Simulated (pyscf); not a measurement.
A first-order saddle from PySCF, ωB97X-D3(BJ)/def2-SVP:

```xyz
9

C     -1.6593    -0.2199    -0.0143
C     -0.2824     0.0040     0.3755
C      0.9255     0.0549     0.7218
H     -2.3395     0.2210     0.7246
H     -1.7977    -1.3156    -0.0278
H      0.8572     1.2804     0.9399
H      1.8011    -0.5807     0.8372
Br    -2.1009     0.4589    -1.7581
Br    -0.3678     2.7369     0.8321
```
Charge 0, spin multiplicity 1.

Surface: singlet, charge 0. Lowest wavenumbers (cm⁻¹): 1541i, 48, 133, 189, 292.

Task: Which two sides does it connect, and which bonds change?

Result: H₂C=C(Br)–CH₂–Br (SMILES C=C(Br)CBr) ⇌ HC≡C–CH₂–Br (SMILES C#CCBr) + HBr (SMILES Br), an elimination read from left to right: Br–C, C–H broken and Br–H formed. At ωB97M-D3(BJ)/def2-TZVP it lies +3.11 eV from the left side and +1.64 eV from the right (each side as separated species at their lowest minima found). The same reactants have a lower exit, to •H₂C–C(=CH₂)–Br + Br• (no saddle counted: cutting one bond costs +2.56 eV at ωB97M-D3(BJ), against +3.11 eV here). This is the saddle that the search found; another between the same sides may lie lower. Elements up to Kr have no core potential and no relativistic terms here.
